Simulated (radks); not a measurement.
Task: Kr6+, configuration [Ar] 3d10 4s2. Method: Dirac Kohn-Sham, PBE, spin-unpolarised, spherical densities, finite nucleus; Fermi nuclear charge, rms radius 4.1884 fm; computed with a radial shooting solver on a logarithmic mesh with Libxc functionals. Some entries of the table are withheld. Estimate them.

| orbital | occ. | eigenvalue (eV) | <r> (bohr) |
|---|---|---|---|
| 1s1/2 | 2 | (1) | (2) |
| 2s1/2 | 2 | -1957.577 | 0.1832 |
| 2p1/2 | 2 | -1778.381 | 0.1573 |
| 2p3/2 | 4 | -1724.507 | 0.1613 |
| 3s1/2 | 2 | -356.2118 | 0.5288 |
| 3p1/2 | 2 | (3) | 0.5313 |
| 3p3/2 | 4 | (4) | 0.5416 |
| 3d3/2 | 4 | (5) | 0.5456 |
| 3d5/2 | 6 | (6) | 0.5492 |
| 4s1/2 | 2 | (7) | 1.363 |
| 4p1/2 | 0 | -85.2700 | 1.480 |
| 4p3/2 | 0 | -84.0791 | 1.500 |
| 5s1/2 | 0 | -47.6303 | (8) |

Result: 
(1) 1s1/2 eigenvalue (eV): -14249.31
(2) 1s1/2 <r> (bohr): 0.04148
(3) 3p1/2 eigenvalue (eV): -292.8053
(4) 3p3/2 eigenvalue (eV): -284.8338
(5) 3d3/2 eigenvalue (eV): -174.1872
(6) 3d5/2 eigenvalue (eV): -172.8599
(7) 4s1/2 eigenvalue (eV): -102.2986
(8) 5s1/2 <r> (bohr): 2.688
